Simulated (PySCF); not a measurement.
## Pt₂S: one-bond stretch

Method: UPBE0/[S def2-SVP, Pt def2-SVP with ECP60], scalar-relativistic core potentials, density fitting, no spin–orbit coupling, PySCF.

Rigid scan from the triplet minimum (Pt–Pt 2.669 Å, S–Pt 2.158 Å (×2); Pt–Pt–S 51.8° (×2), Pt–S–Pt 76.4°). Coordinate: the bond from S to the last atom (Pt) scaled, the rest fixed. Energies in kJ/mol from the minimum.

**Question.** Predict the curve at 0.92, 0.96, 1.00, 1.05, 1.12, 1.20, 1.35, 1.55, 1.80, 2.20.

**Answer.** 
```json
{"scale of one bond": "0.92", "E (kJ/mol)": "37.2", "dipole size (D)": "1.62", "⟨S²⟩": "2.01"}
{"scale of one bond": "0.96", "E (kJ/mol)": "8.0", "dipole size (D)": "1.68", "⟨S²⟩": "2.01"}
{"scale of one bond": "1.00", "E (kJ/mol)": "0.0", "dipole size (D)": "1.72", "⟨S²⟩": "2.01"}
{"scale of one bond": "1.05", "E (kJ/mol)": "9.0", "dipole size (D)": "1.76", "⟨S²⟩": "2.01"}
{"scale of one bond": "1.12", "E (kJ/mol)": "40.6", "dipole size (D)": "1.82", "⟨S²⟩": "2.02"}
{"scale of one bond": "1.20", "E (kJ/mol)": "86.9", "dipole size (D)": "1.92", "⟨S²⟩": "2.03"}
{"scale of one bond": "1.35", "E (kJ/mol)": "172.9", "dipole size (D)": "2.26", "⟨S²⟩": "2.07"}
{"scale of one bond": "1.55", "E (kJ/mol)": "261.3", "dipole size (D)": "–", "⟨S²⟩": "2.42"}
{"scale of one bond": "1.80", "E (kJ/mol)": "305.7", "dipole size (D)": "–", "⟨S²⟩": "2.83"}
{"scale of one bond": "2.20", "E (kJ/mol)": "321.8", "dipole size (D)": "–", "⟨S²⟩": "2.89"}
```

Spin contamination is strong at 1.55, 1.80, 2.20, so these points are less reliable.

Open d and f shells are described by one determinant, and the ground state may have another occupation or spin. No spin–orbit coupling is included, which matters more the heavier the element.

Other isomers or separated fragments may lie lower.
